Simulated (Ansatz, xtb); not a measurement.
**Relative energy of two isomers of C2H7GaO3**

Structure X is `CC[O][Ga]([OH])[OH]`, a singlet and structure Y is `C[O][Ga]([OH])[O]C`, a singlet. Both are isolated molecules in the gas phase, relaxed with PBE0-D4/def2-SVP; the shapes shown needn't be the lowest conformers.

X (Å):

```xyz
13

C    -0.1405   -1.9850   -1.8926
C     0.4619   -0.5943   -1.8950
Ga   -1.4228    0.4796   -0.1105
O    -0.4811    0.4110   -1.6110
O    -1.1313   -0.6766    1.2047
O    -2.6701    1.7274    0.0699
H    -0.9701   -2.0470   -2.6144
H    -0.5250   -2.2420   -0.8915
H     0.6104   -2.7423   -2.1673
H     0.8806   -0.3688   -2.8918
H     1.3092   -0.5558   -1.1830
H    -1.6976   -0.5278    1.9694
H    -2.7481    2.2938   -0.7052
```

Y (Å):

```xyz
13

C     0.3662   -1.3561    1.3252
C    -1.7815    0.8004   -0.6279
Ga    1.0426    0.5701   -0.6647
O     1.3193   -0.7249    0.5225
O     2.4629    1.2392   -1.4756
O    -0.5394    1.2377   -1.0944
H     0.8416   -2.2074    1.8417
H    -0.4900   -1.7597    0.7523
H    -0.0426   -0.6878    2.1069
H     3.2783    0.8242   -1.1747
H    -2.5565    1.5068   -0.9700
H    -2.0561   -0.1985   -1.0171
H    -1.8448    0.7562    0.4758
```

Problem. Which of the two would you expect CCSD(T)/def2-SVP + ΔMP2/def2-TZVPP electronic energies to favour?

Solution. Structure X; the calculation gives E(Y) − E(X) = +20.3 kcal/mol.

Level by level:

```tsv
level	geometry	E(Y) − E(X) (kcal/mol)	departure from the last row (kcal/mol)	job, with rough time for the two
PBE0-D4/def2-SVP	PBE0-D4/def2-SVP	+18.5	−1.9	optimisation, 1.8 min
HF/def2-SVP	PBE0-D4/def2-SVP	+15.8	−4.6	part of the CCSD(T) run
MP2/def2-SVP	PBE0-D4/def2-SVP	+20.4	+0.1	part of the CCSD(T) run
CCSD(T)/def2-SVP	PBE0-D4/def2-SVP	+18.9	−1.5	single point
CCSD(T)/def2-SVP + ΔMP2/def2-TZVPP	PBE0-D4/def2-SVP	+20.3		single point, 2.2 min
```

As drawn, Y has 1 C–O, 1 C–H in place of 1 C–C, 1 O–H.

The levels shown agree on the order. The largest departure from CCSD(T)/def2-SVP + ΔMP2/def2-TZVPP is that of HF/def2-SVP, 4.6 kcal/mol. A small imaginary or near-zero mode remains, so no thermal terms are given. Levels run at GFN2-xTB geometries aren't shown. The last row adds to CCSD(T) the change of the MP2 difference between the two basis sets, here +1.5 kcal/mol.

The correlated steps freeze 14 core orbitals; the filled d shell of Ga is correlated, in a basis made for valence electrons. Run with Ansatz 0.2.0, xtb 6.7.1; the last row on 2 threads of Arm Neoverse V2 on a shared host.
